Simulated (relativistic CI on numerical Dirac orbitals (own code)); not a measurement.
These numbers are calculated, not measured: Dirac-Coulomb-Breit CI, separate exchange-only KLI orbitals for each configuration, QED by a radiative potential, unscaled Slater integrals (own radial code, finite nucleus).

The strongest absorption lines from the ground level of an ion, among the configurations computed and to levels below about 638 eV (vacuum wavelength in Å, gf): 29.630 (0.027), 31.045 (0.0098), 32.812 (0.011), 35.027 (0.64).

Task: Which ion is it?
A. Gd XLIII
B. Er XLVII
C. Os LV
D. Nd XXXIX

Result: B. Er XLVII has 22 electrons and the ground level 3s²3p⁶3d⁴ ³P0; the strongest line goes to 3s²3p⁵3d⁵ ³D°1. The pattern of lines fixes the number of electrons, and along that sequence the line energies rise steadily with the charge (about as its square where n changes within one kind of shell, about linearly where n is kept but much faster in heavy ions where fine structure, which grows about as Z⁴, sets the gap, and irregularly where shells cross), which fixes Z. Configurations outside the model, such as inner-shell arrays, can give stronger lines. At this charge energies of transitions that change n are usually good to better than 1 %, and those within a shell (Δn = 0) to a few per cent.

LS names give the leading component of a level, which can be under half, so a name can repeat, a term be missing and a line seem to break the LS rules.
